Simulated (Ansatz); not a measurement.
Basis-set extrapolation for CH$_{9}$AlN$_{2}$Si (`NC[SiH2][NH][AlH2]`) (PBE0-D4/def2-TZVP geometry, frozen core, Ansatz 0.2.0). Multiplicity 1, RHF reference.

```csv
,def2-TZVPP,def2-QZVPP
HF,-682.988794,-683.013139
MP2 correlation,-0.809528,-0.866282
CCSD(T) correlation,-0.896833,not run
```

Energies in hartree. Use E(X) = E(∞) + A·exp(−7.88·√X) for Hartree–Fock and E(X) = E(∞) + B·X^(−2.97) for correlation, with X = 3 and 4, and add CCSD(T) minus MP2 of the smaller set to the MP2 limit.

Question: What is the CCSD(T) energy at the basis-set limit?

Answer: HF limit: -683.013139 + (-0.024345) × 0.13774 = -683.01649. MP2 limit: -0.866282 + (-0.056754) × 0.74074 = -0.90832. Higher-order term: -0.896833 − (-0.809528) = -0.08730. Total: -684.01211 hartree, 3.44 eV below CCSD(T)/def2-TZVPP.
